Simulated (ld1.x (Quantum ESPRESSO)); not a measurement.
## Pseudopotential generation for Al: TM, BLYP, scalar-relativistic.

- Element: Al
- Generator: ld1.x (Quantum ESPRESSO) 7.5
- Type: norm-conserving Troullier–Martins (Kleinman–Bylander form)
- Functional: BLYP
- Relativity: scalar-relativistic
- Frozen core: [Ne]
- Valence charge: 3
- Reference configuration: 3s1.5 3p1.5
- Partial waves: 3p (bound): rc 2.90 bohr; 3s (bound): rc 1.70 bohr
- Local potential: the s channel
- Core correction: none

* Cutoffs needed: 10 Ry and 30 Ry (the cutoffs (Ry, on a coarse ladder) from which the occupation-weighted sum of valence levels, in a spherical-Bessel basis at the reference potential, stays within 10 and 1 mRy of its value at 400 Ry)
* Ghost test: no extra level below or beside the all-electron valence levels (p, s, d, f tested) (spherical-Bessel basis up to 400 Ry, 20 bohr box)
* Largest excitation error: +85 meV (all-electron minus pseudo) for 3s1 3p0, out of 7 test configurations
